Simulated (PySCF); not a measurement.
SMILES C#CC=C=C(C#C)C(F)(F)F, C₈H₃F₃

Geometry (Å), atoms numbered from 1 in this order:
```xyz
14

C     3.4903   -0.9987    1.0439
C     2.5399   -0.9896    0.2913
C     1.4431   -0.9993   -0.6155
C     0.3077   -0.3716   -0.4108
C    -0.8319    0.2591   -0.2146
C    -1.0642    1.6000   -0.6414
C    -1.2912    2.7363   -0.9952
C    -1.9753   -0.4427    0.4986
F    -1.6487   -1.6857    0.8355
F    -3.0543   -0.4943   -0.2797
F    -2.3109    0.2140    1.6077
H     4.3273   -1.0011    1.7178
H     1.5569   -1.5733   -1.5469
H    -1.4905    3.7439   -1.3109
```

Method used: quadratic response CAM-B3LYP/aug-cc-pVDZ first hyperpolarisability, Taylor convention, gas phase in PySCF 2.14.0. Geometry: PBE0-D3(BJ)/def2-SVP.

Q: Give the tensor of the second harmonic β(−2ω;ω,ω) at 1907 nm in the axes of these coordinates.

A: In au, Taylor convention; rows are the first index (the induced dipole):
```tsv
	xx	yy	zz	xy	xz	yz
x	-141.0	-62.0	-32.7	+10.2	+25.6	-5.0
y	+10.7	-21.2	-10.7	-61.7	-5.1	+13.4
z	+25.2	+13.1	+30.9	-5.0	-32.1	-10.6
```
Norm of βᵢ = ⅓ Σⱼ (βᵢⱼⱼ + βⱼᵢⱼ + βⱼⱼᵢ): 246.1 au, hyper-Rayleigh value 91.4 au.
